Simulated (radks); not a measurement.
Yb I, configuration [Xe] 4f14 6s2. Method: scalar-relativistic Kohn-Sham, LDA (Slater exchange, Perdew-Wang correlation), spin-unpolarised, spherical densities, finite nucleus; Fermi nuclear charge, rms radius 5.3108 fm; computed with a radial shooting solver on a logarithmic mesh with Libxc functionals.

Normalised radial functions P(r) = r R(r), r in bohr:

```
   r/bohr * 4s (the largest magnitude, 1.66, reaches the edge; | marks zero)
 0.001558                             |  *
 0.002129                             |   *
 0.002908                             |    *
 0.003973                             |     *
 0.005428                             |     *
 0.007356                             |      *
  0.01005                             |      *
  0.01373                             |     *
  0.01876                             |  *
  0.02562                            *|
  0.03501                       *     |
  0.04782                   *         |
  0.06481                   *         |
  0.08855                          *  |
    0.121                             |        *
   0.1653                             |               *
   0.2258                             |      *
   0.3084                *            |
   0.4214  *                          |
   0.5711      *                      |
   0.7802                  *          |
    1.066                          *  |
    1.456                             *
    1.989                             *
    2.718                             *
    3.713                             *
    5.032                             *
    6.874                             *
    9.391                             *
    12.83                             *
```

4s: eigenvalue -458.92 eV, 3 radial nodes at r = 0.0237, 0.0949, 0.255 bohr, <r> = 0.488 bohr, 90 % of the charge inside 0.702 bohr.
